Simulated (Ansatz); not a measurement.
Basis-set extrapolation for AlH4OSSi (`[SiH3][O][Al][SH]`) radical (PBE0-D4/def2-TZVP geometry, frozen core, the Gaussian-basis code of Ansatz). Multiplicity 2, UHF reference.

|  | def2-TZVPP | def2-QZVPP |
| --- | --- | --- |
| HF | -1005.768549 | -1005.800374 |
| MP2 correlation | -0.588268 | -0.637340 |
| CCSD(T) correlation | -0.655617 | not run |

Energies in hartree. Use E(X) = E(∞) + A·exp(−7.88·√X) for Hartree–Fock and E(X) = E(∞) + B·X^(−2.97) for correlation, with X = 3 and 4, and add CCSD(T) minus MP2 of the smaller set to the MP2 limit.

Q: What is the CCSD(T) energy at the basis-set limit?

A: HF limit: -1005.800374 + (-0.031825) × 0.13774 = -1005.80476. MP2 limit: -0.637340 + (-0.049072) × 0.74074 = -0.67369. Higher-order term: -0.655617 − (-0.588268) = -0.06735. Total: -1006.54580 hartree, 319.4 kJ/mol below CCSD(T)/def2-TZVPP.
